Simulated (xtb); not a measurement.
Job for xtb: GFN1-xTB on C3H7Cl (SMILES CC(C)Cl).

```
$ xtb mol.xyz --gfn 1 --sp --chrg 0 --uhf 0
11

C      1.20793613     0.47447007    -0.01712759
C      0.07785944    -0.51924319    -0.19823066
C     -1.29473061     0.07136389     0.05576960
Cl     0.33876377    -1.93512476     0.92924623
H      1.20321984     0.88275252     0.99437777
H      1.08264662     1.30008204    -0.72261546
H      2.17599030     0.00938225    -0.19797115
H      0.12091485    -0.96595728    -1.19028956
H     -1.36095553     0.46976473     1.06905683
H     -1.47503098     0.88809796    -0.64813651
H     -2.07661383    -0.67558823    -0.07407950
```

Output:

```
[...]
           -------------------------------------------------
          |                Calculation Setup                |
           -------------------------------------------------



           -------------------------------------------------
          |                 G F N 1 - x T B                 |
           -------------------------------------------------

        Reference                      10.1021/acs.jctc.7b00118
      * Hamiltonian:
        H0-scaling (s, p, d)           1.850000    2.250000    2.000000
        zeta-weighting                 0.000000
      * Dispersion:
        s8                             2.400000
        a1                             0.630000
        a2                             5.000000
        s9                             0.000000
      * Repulsion:
        kExp                           1.500000
        rExp                           1.000000
      * Coulomb:
        alpha                          2.000000
        third order                    atomic
        anisotropic                    false
      * Halogen bond correction:
        rad-scale                      1.300000
        damping                        0.440000


          ...................................................
          :                      SETUP                      :
          :.................................................:
          :  # basis functions                  36          :
          :  # atomic orbitals                  35          :
          :  # shells                           23          :
          :  # electrons                        26          :
          :  # halogen bonds                     0          :
          :  max. iterations                   250          :
          :  Hamiltonian                  GFN1-xTB          :
          :  restarted?                      false          :
          :  GBSA solvation                  false          :
          :  PC potential                    false          :
          :  electronic temp.          300.0000000     K    :
          :  accuracy                    1.0000000          :
          :  -> integral cutoff          0.2500000E+02      :
          :  -> integral neglect         0.1000000E-07      :
          :  -> SCF convergence          0.1000000E-05 Eh   :
          :  -> wf. convergence          0.2000000E-04 e    :
          :  Broyden damping             0.4000000          :
          :  net charge                          0          :
          :  unpaired electrons                  0          :
          ...................................................

 iter      E             dE          RMSdq      gap      omega  full diag
   1    -14.4921523 -0.144922E+02  0.724E+00    7.11       0.0  T
   2    -14.5228100 -0.306576E-01  0.444E+00    6.63       1.0  T
   3    -14.5233280 -0.518027E-03  0.691E-01    6.61       1.0  T
   4    -14.5235301 -0.202090E-03  0.110E-01    6.60       1.0  T
   5    -14.5235631 -0.330244E-04  0.945E-03    6.61       3.2  T
   6    -14.5235633 -0.239017E-06  0.116E-03    6.61      25.9  T
   7    -14.5235634 -0.103898E-07  0.315E-04    6.61      95.6  T
   8    -14.5235634 -0.499906E-09  0.615E-05    6.61     489.9  T
   9    -14.5235634 -0.133120E-10  0.246E-05    6.61    1225.2  T

   *** convergence criteria satisfied after 9 iterations ***

         #    Occupation            Energy/Eh            Energy/eV
      -------------------------------------------------------------
         1        2.0000           -0.8945965             -24.3432
       ...           ...                  ...                  ...
         7        2.0000           -0.5423359             -14.7577
         8        2.0000           -0.5243831             -14.2692
         9        2.0000           -0.5032542             -13.6942
        10        2.0000           -0.5026361             -13.6774
        11        2.0000           -0.4916671             -13.3789
        12        2.0000           -0.4522712             -12.3069
        13        2.0000           -0.4497962             -12.2396 (HOMO)
        14                         -0.2069938              -5.6326 (LUMO)
        15                         -0.1369882              -3.7276
        16                         -0.1345177              -3.6604
        17                         -0.1058680              -2.8808
        18                         -0.0816986              -2.2231
       ...                                ...                  ...
        35                          0.4527205              12.3192
      -------------------------------------------------------------
                  HL-Gap            0.2428023 Eh            6.6070 eV
             Fermi-level           -0.3283950 Eh           -8.9361 eV

 SCC (total)                   0 d,  0 h,  0 min,  0.019 sec
 SCC setup                      ...        0 min,  0.000 sec (  1.497%)
 Dispersion                     ...        0 min,  0.000 sec (  0.623%)
 classical contributions        ...        0 min,  0.000 sec (  0.332%)
 integral evaluation            ...        0 min,  0.005 sec ( 23.502%)
 iterations                     ...        0 min,  0.006 sec ( 29.129%)
 molecular gradient             ...        0 min,  0.008 sec ( 42.096%)
 printout                       ...        0 min,  0.001 sec (  2.587%)

         :::::::::::::::::::::::::::::::::::::::::::::::::::::
         ::                     SUMMARY                     ::
         :::::::::::::::::::::::::::::::::::::::::::::::::::::
         :: total energy             -14.380275531185 Eh    ::
         :: gradient norm              0.021744274561 Eh/a0 ::
         :: HOMO-LUMO gap              6.606987255247 eV    ::
         ::.................................................::
         :: SCC energy               -14.523563354932 Eh    ::
         :: -> electrostatic           0.003918933342 Eh    ::
         :: repulsion energy           0.146726946517 Eh    ::
         :: dispersion energy         -0.003439122770 Eh    ::
         :: halogen bond corr.         0.000000000000 Eh    ::
         :: add. restraining           0.000000000000 Eh    ::
         :: total charge              -0.000000000000 e     ::
         :::::::::::::::::::::::::::::::::::::::::::::::::::::

           -------------------------------------------------
          |                Property Printout                |
           -------------------------------------------------

    * Orbital Energies and Occupations

         #    Occupation            Energy/Eh            Energy/eV
      -------------------------------------------------------------
         1        2.0000           -0.8945965             -24.3432
         2        2.0000           -0.6725868             -18.3020
         3        2.0000           -0.6470350             -17.6067
         4        2.0000           -0.6165067             -16.7760
         5        2.0000           -0.5732597             -15.5992
         6        2.0000           -0.5596725             -15.2295
         7        2.0000           -0.5423359             -14.7577
         8        2.0000           -0.5243831             -14.2692
         9        2.0000           -0.5032542             -13.6942
        10        2.0000           -0.5026361             -13.6774
        11        2.0000           -0.4916671             -13.3789
        12        2.0000           -0.4522712             -12.3069
        13        2.0000           -0.4497962             -12.2396 (HOMO)
        14                         -0.2069938              -5.6326 (LUMO)
        15                         -0.1369882              -3.7276
        16                         -0.1345177              -3.6604
        17                         -0.1058680              -2.8808
Note: The following floating-point exceptions are signalling: IEEE_DENORMAL
normal termination of xtb
        18                         -0.0816986              -2.2231
        19                         -0.0705777              -1.9205
        20                         -0.0599160              -1.6304
        21                         -0.0572485              -1.5578
        22                         -0.0293027              -0.7974
        23                         -0.0264479              -0.7197
        24                         -0.0221790              -0.6035
       ...                                ...                  ...
        35                          0.4527205              12.3192
      -------------------------------------------------------------
                  HL-Gap            0.2428023 Eh            6.6070 eV
             Fermi-level           -0.3283950 Eh           -8.9361 eV

  Mulliken/CM5 charges         n(s)   n(p)   n(d)
     1C    -0.09451 -0.24250   1.012  3.082  0.000
     2C     0.11168  0.04303   1.071  2.817  0.000
     3C    -0.09451 -0.24250   1.012  3.082  0.000
     4Cl   -0.19106 -0.19890   1.958  5.249 -0.016
     5H     0.03949  0.09219   0.961  0.000  0.000
     6H     0.03724  0.08902   0.963  0.000  0.000
     7H     0.04211  0.09448   0.958  0.000  0.000
     8H     0.03069  0.08950   0.969  0.000  0.000
     9H     0.03949  0.09219   0.961  0.000  0.000
    10H     0.03724  0.08902   0.963  0.000  0.000
    11H     0.04211  0.09448   0.958  0.000  0.000

Wiberg/Mayer (AO) data.
largest (>0.10) Wiberg bond orders for each atom

 ---------------------------------------------------------------------------
     #   Z sym  total        # sym  WBO       # sym  WBO       # sym  WBO
 ---------------------------------------------------------------------------
     1   6 C    3.995 --     2 C    1.024     5 H    0.986     7 H    0.985
                             6 H    0.979
     2   6 C    3.939 --     3 C    1.024     1 C    1.024     8 H    0.984
                             4 Cl   0.905
     3   6 C    3.995 --     2 C    1.024     9 H    0.986    11 H    0.985
                            10 H    0.979
     4  17 Cl   0.989 --     2 C    0.905
     5   1 H    1.007 --     1 C    0.986
     6   1 H    1.004 --     1 C    0.979
     7   1 H    1.008 --     1 C    0.985
     8   1 H    1.017 --     2 C    0.984
     9   1 H    1.007 --     3 C    0.986
    10   1 H    1.004 --     3 C    0.979
    11   1 H    1.008 --     3 C    0.985
 ---------------------------------------------------------------------------

Topologies differ in total number of bonds
Writing topology from bond orders to xtbtopo.mol

 dipole moment from electron density (au)
     X       Y       Z
  -0.1339   0.7335  -0.5396  total (Debye):    2.339


           -------------------------------------------------
          | TOTAL ENERGY              -14.380275531185 Eh   |
          | GRADIENT NORM               0.021744274561 Eh/α |
          | HOMO-LUMO GAP               6.606987255247 eV   |
           -------------------------------------------------

------------------------------------------------------------------------
------------------------------------------------------------------------
 total:
 SCF:
```

The run finished.

Cost: around 0.08 core-seconds (rough).
